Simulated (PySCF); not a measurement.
H2FMgN (SMILES [NH2][Mg][F]), singlet, geometry from GFN2-xTB (such geometries of metal compounds can be far from the true shape), atoms displaced at random by about 0.08 Å a coordinate.

Input for PySCF:
```python
from pyscf import gto, scf, dft

mol = gto.M(
    atom='''
Mg    0.608719   -0.057717    0.014937
F    -0.015770    1.390446   -0.897864
N    -0.620042   -1.285841    0.819892
H    -1.194332   -1.543745    0.301218
H    -0.960584   -0.592791    1.607903
''',
    basis='cc-pvdz',
    charge=0,
    spin=0,
    verbose=4,
)

mf = dft.RKS(mol)
mf.xc = 'r2scan'
mf.kernel()
g = mf.nuc_grad_method()
grad = g.kernel()
```

Problem. What does this run give for the Mulliken (on the basis functions themselves) charges in atom order, HOMO-LUMO gap, total energy?

Solution. 
Mulliken (on the basis functions themselves) charges in atom order: Mg1 0.69, F2 -0.47, N3 -0.38, H4 0.04, H5 0.12
HOMO-LUMO gap: 2.43 eV
total energy: -355.766432 Ha
